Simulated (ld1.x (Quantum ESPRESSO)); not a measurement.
Before and after: ultrasoft potential for beryllium

```
Element                 : beryllium
Generator               : ld1.x (Quantum ESPRESSO) 7.5
Type                    : ultrasoft
Functional              : PBEsol
Relativity              : non-relativistic
Frozen core             : none
Valence charge          : 4
Reference configuration : 1s2 2s2 2p0
Partial waves           : 1s (bound): rcut 0.65, rcutus 0.75 bohr; 2s (bound): rcut 0.65, rcutus 0.75 bohr; 2p (bound, empty): rcut 3.70, rcutus 4.45 bohr; 2p channel at 1.4 Ry: rcut 3.70, rcutus 4.45 bohr; 3d channel at 0.15 Ry: rcut 4.15, rcutus 4.55 bohr; 3d channel at 2.5 Ry: rcut 4.15, rcutus 4.55 bohr
Local potential         : all-electron potential smoothed inside 0.70 bohr (lloc = -1)
Core correction         : none
Augmentation charge     : PSQ, radius 0.55 bohr
```

Change: all radii scaled by about 0.93 (s 0.70, p 4.12, d 4.20 bohr, rcut 0.60/3.42/3.84); local potential all-electron potential smoothed inside 0.64 bohr (lloc = -1); augmentation PSQ, radius 0.50 bohr.

Cutoffs: the cutoffs (Ry, on a coarse ladder) from which the occupation-weighted sum of valence levels, in a spherical-Bessel basis at the reference potential, stays within 10 and 1 mRy of its value at 400 Ry; they do not see the model core or the augmentation charge, which bear on the density cutoff. Errors are all-electron minus pseudo energies relative to the spin-unpolarised reference configuration.

Problem. Predict the effect on cutoff, ghosts and configuration errors.

Solution. The potential gets neither clearly harder nor softer (120 Ry and 180 Ry → 120 Ry and 180 Ry); of the 7 tests that both files solve, the error grows in 1 and shrinks in 4 by more than 15 % and 0.3 meV (median size 153.1 → 82.9 meV); neither file shows a bound ghost at the reference potential, the only one tested.

```tsv
quantity	base	changed
cutoff, loose	120 Ry	120 Ry
cutoff, tight	180 Ry	180 Ry
bound ghosts	none	none
error for 1s2 2s1 2p0, meV [ΔE 9.46 eV]	+0.1	+0.1
error for 1s2 2s0 2p0, meV [ΔE 27.18 eV]	+0.8	+1.1
error for 1s2 2s1.5 2p0, meV [ΔE 3.72 eV]	0.0	0.0
error for 1s2 2s0 2p2, meV [ΔE 7.21 eV]	+675	+378
error for 1s2 2s0 2p1, meV [ΔE 13.36 eV]	+574	+291
error for 1s1 2s2 2p0, meV [ΔE 127.35 eV]	+532	+328
error for 1s2 2s1 2p1, meV [ΔE 3.59 eV]	+153	+83
lowest overlap eigenvalue by channel	s 0.31, p 0.74, d 0.89	s 0.47, p 0.75, d 0.93
```

Changed file: These tests converged, but a pseudo level misses the all-electron one widely, so the file describes the atom poorly there or has found another state: 1s1 2s2 2p0: empty 2p by 3.2 eV (a node warning on the way).
